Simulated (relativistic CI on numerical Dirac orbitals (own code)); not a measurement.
Computed by Dirac-Coulomb-Breit CI, KLI orbitals optimised for each configuration, a model potential for QED, unscaled Slater integrals (own radial code, finite nucleus).

CI space (outside the closed core [Kr] 4d10): 4f14 5s2 5p4, 4f13 5s2 5p5, 4f14 5s 5p5, 4f14 5s2 5p3 5d, 4f14 5s 5p4 5d, 4f13 5s2 5p4 5d, 4f14 5s2 5p3 5f, 4f14 5s2 5p3 6s, 4f14 5s2 5p3 5g, 4f13 5s2 5p4 6s, 4f14 5s 5p4 5f, 4f14 5s2 5p3 6p, 4f13 5s2 5p4 6p, 4f14 5p5 5d, 4f14 5s 5p4 5g, 4f13 5s2 5p4 5f, 4f14 5s2 5p2 5d 6p, 4f14 5s 5p3 5d2, 4f14 5p6, 4f13 5p6 5d, 4f14 5s2 5p2 5d2, 4f14 5s2 5p 5d3, 4f14 5s 5p2 5d3, 4f13 5s2 5p2 5d3, 4f14 5s2 5p 5d2 5f, 4f14 5s2 5p2 5d 6s, 4f14 5s2 5p 5d2 6s, 4f14 5s 5p2 5d2 6s, 4f13 5s2 5p2 5d2 6s, 4f14 5s2 5p 5d 5f 6s. Double excitations out of closed p, d and f shells are left out; levels of such configurations are missing from the list, as are those of other unlisted configurations, and high levels can miss mixing partners. Some configurations lack a partner that the ground configuration has and come out too high, among them 4f13 5s2 5p4 6s, 4f13 5s2 5p4 6p, 4f13 5s2 5p4 5f, 4f14 5s2 5p3 5g, 4f14 5s 5p4 5f.

At this charge transitions that keep the count of f electrons are usually good to a few per cent. Levels and lines within the n = 5 or 6 shells can be off by up to 10 % or somewhat more, and those that change n by about 2 %, since core polarisation is missing. Levels that differ in their count of f electrons can be misplaced by several ten thousand cm⁻¹, since the correlation energy of f electrons is missing or only estimated; rates across such gaps can be off by orders of magnitude.

Outline of the computed level scheme of Re X. Lowest level of each configuration: 4f14 5s2 5p4 3P_2 at 0.0000 eV; 4f13 5s2 5p5 3F_4 at 11.4758 eV; 4f14 5s 5p5 3P°_2 at 42.7104 eV; 4f14 5s2 5p3 5d 3F°_2 at 46.7322 eV; 4f13 5s2 5p4 5d 5D°_4 at 55.8647 eV.

Some strong electric-dipole decays among the lowest 45 levels: 4f14 5s2 5p3 5d 3G°_3 → 4f14 5s2 5p4 3P_2 (3.0e+10 s⁻¹); 4f14 5s2 5p3 5d 3D°_1 → 4f14 5s2 5p4 1S_0 (2.3e+10 s⁻¹); 4f14 5s2 5p3 5d 5D°_2 → 4f14 5s2 5p4 3P_2 (2.0e+10 s⁻¹); 4f14 5s2 5p3 5d 5D°_1 → 4f14 5s2 5p4 3P_2 (1.6e+10 s⁻¹); 4f13 5s2 5p4 5d 3P°_1 → 4f14 5s2 5p4 3P_2 (4.5e+09 s⁻¹); 4f14 5s 5p5 3P°_2 → 4f14 5s2 5p4 3P_1 (7.6e+08 s⁻¹).

LS names give the leading component of a level, which can be under half, so a name can repeat, a term be missing and a line seem to break the LS rules.
